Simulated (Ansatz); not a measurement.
Cartesian coordinates in Å:
```
C -1.259 -0.839 0.681
C -0.309 0.040 1.419
C 0.711 0.718 0.885
N 1.113 0.765 -0.439
Ga 0.586 0.058 -2.057
H -0.747 -1.658 0.163
H -1.816 -0.293 -0.090
H -1.989 -1.285 1.358
H -0.444 0.149 2.489
H 1.322 1.320 1.552
H 1.924 1.356 -0.548
H 1.542 0.554 -3.191
H -0.634 -0.886 -2.223
```

Total charge 0; spin multiplicity 1.

List the PBE/def2-TZVPP orbital energies in eV (Ansatz 0.2.0). (An estimate is asked.)

The calculation gave: Occupied: -10093.44, -1233.38, -1093.09, -1092.98, -1092.98, -380.77, -269.47, -268.62, -268.42, -143.16, -97.78, -97.50, -97.48, -22.35, -19.82, -19.68, -19.65, -19.65, -19.57, -18.75, -16.47, -13.40, -12.57, -11.33, -10.37, -9.91, -9.22, -8.59, -8.14, -7.88, -7.20, -4.87. Lowest empty: -1.89, -0.09, 0.17, 0.33, 1.11, 1.36, 1.87, 2.61.
